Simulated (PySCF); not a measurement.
Structure with atom numbers: `[BH2:1][O:2][C@H:3]1[BH:4][O:5][CH:6]=[CH:7]1`. Each H is labelled by its parent atom.

Geometry: PBE0-D3(BJ)/def2-SVP; GIAO absolute shieldings from PySCF 2.14.0 with density-fitted response routines, gas phase, non-relativistic, averaged over equivalent atoms.

At mPW1PW91/pcSseg-1 (149 basis functions, 10 s wall time on 1 thread of an Arm Neoverse V2, shared host):
| atoms | σ (ppm) |
| --- | --- |
| B4 | 48.7 |
| B1 | 52.8 |
| O5 | 70.0 |
| O2 | 113.0 |
| C6 | 26.7 |
| C7 | 60.4 |
| C3 | 97.6 |
| H(C6) | 24.56 |
| H(C7) | 25.48 |
| H(B4) | 25.68 |
| H(B1) | 26.11 |
| H(C3) | 26.67 |

Estimate the result of repeating the calculation with PBE0/6-311+G(2d,p).

## Answers


```json
{"atoms": "B4", "σ at PBE0/6-311+G(2d,p)": "51.7", "change": "+3.0"}
{"atoms": "B1", "σ at PBE0/6-311+G(2d,p)": "56.0", "change": "+3.2"}
{"atoms": "O5", "σ at PBE0/6-311+G(2d,p)": "76.7", "change": "+6.7"}
{"atoms": "O2", "σ at PBE0/6-311+G(2d,p)": "114.5", "change": "+1.5"}
{"atoms": "C6", "σ at PBE0/6-311+G(2d,p)": "32.0", "change": "+5.3"}
{"atoms": "C7", "σ at PBE0/6-311+G(2d,p)": "65.9", "change": "+5.5"}
{"atoms": "C3", "σ at PBE0/6-311+G(2d,p)": "101.0", "change": "+3.4"}
{"atoms": "H(C6)", "σ at PBE0/6-311+G(2d,p)": "24.62", "change": "+0.06"}
{"atoms": "H(C7)", "σ at PBE0/6-311+G(2d,p)": "25.73", "change": "+0.25"}
{"atoms": "H(B4)", "σ at PBE0/6-311+G(2d,p)": "25.76", "change": "+0.08"}
{"atoms": "H(B1)", "σ at PBE0/6-311+G(2d,p)": "26.05", "change": "-0.06"}
{"atoms": "H(C3)", "σ at PBE0/6-311+G(2d,p)": "26.60", "change": "-0.07"}
```

The largest change is at O5 (oxygen bonded to C, B, in a 5-membered ring). Cost: 225 basis functions, 22 s wall time on 1 thread of an Arm Neoverse V2, shared host. The order of the carbon signals is the same at both levels.

A carbon bonded to boron is broadened by the quadrupolar boron nucleus and is often missing from a measured spectrum.
